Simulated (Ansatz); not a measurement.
Reaction (ligand exchange at a B–N bond): `CB[NH][GaH2]` + CH₃OH → `CBOC` + `[NH2][GaH2]`

Gas-phase electronic energies from Ansatz, PBE0-D4/def2-TZVP geometries. CCSD(T)/CBS adds triple-zeta CCSD(T) − MP2 to the extrapolated MP2 energy (def2 sets, frozen cores). This one scheme is used for every species. Functionals use def2-TZVPP. For Ga outer-core shells are correlated without core-valence functions, which leaves a few kJ/mol of doubt a bond. Scalar relativity is left out up to krypton. Each species was taken in one conformer, which may not be the lowest.

| level | ΔE (kJ/mol) |
| --- | --- |
| ωB97M-V | -27.9 |
| BLYP | -35.5 |
| PBE0 | -26.9 |
| LC-ωPBE | -30.3 |
| RPA@PBE/def2-TZVPP | -25.0 |
| HF/def2-TZVPP | -29.4 |
| CCSD(T)/def2-TZVPP | -25.2 |
| HF/CBS(def2) | -30.4 |

(1) What does CCSD(T)/CBS give? (Best estimate.)

Largest T1 diagnostic among the species: 0.014.

Answers

(1) Computed: -26.1 kJ/mol. The listed levels differ from it by -1.8, -9.4, -0.8, -4.2, 1.1, -3.3, 0.9, -4.3 kJ/mol.

At CCSD(T), def2-SVP lies −7.7 kJ/mol from the extrapolated value and def2-TZVPP +1.0 kJ/mol. From BLYP to BHLYP (50 % exact exchange), in def2-TZVPP and without D4, ΔE moves by +4.8 kJ/mol. In def2-TZVPP, CCSD(T) changes the Hartree–Fock value by +4.2 kJ/mol (the triples alone add +0.1 kJ/mol) and MP2 by +5.6 kJ/mol.

CCSD(T)/CBS has its own doubt, a few kJ/mol and more with outer-core shells, so smaller differences from it don't rank the levels.
